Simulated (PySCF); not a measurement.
## How methods differ on the excitation energy of Te

Te [Kr] 4d10 5s2 5p4 (3P) → Te [Kr] 4d10 5s2 5p3 6s1 (5S), as a difference of total energies. Calculation: PySCF 2.14, in aug-cc-pwCVTZ-PP with ECP28MDF (8s7p6d4f1g, 96 functions); scalar relativity through the core potential. Correlated levels: valence: 4s2 4p6 4d10 frozen. The calculations carry no spin-orbit coupling.

```json
{"method": "UHF", "excitation energy (eV)": "4.727"}
{"method": "MP2 (valence)", "excitation energy (eV)": "5.047"}
{"method": "SCS-MP2 (valence)", "excitation energy (eV)": "5.236"}
{"method": "CCSD (valence)", "excitation energy (eV)": "5.169"}
{"method": "CCSD(T) (valence)", "excitation energy (eV)": "5.172"}
```

Errors of the correlated levels include the incompleteness of this basis and the frozen core.

**Question.** Which method comes closest to the reference value, and which is furthest?

**Answer.** The reference is 5.226 eV (measured; NIST levels, between the centres of gravity of the two terms). Closest: SCS-MP2 (valence) (error 0.010 eV); furthest: UHF (error -0.499 eV).
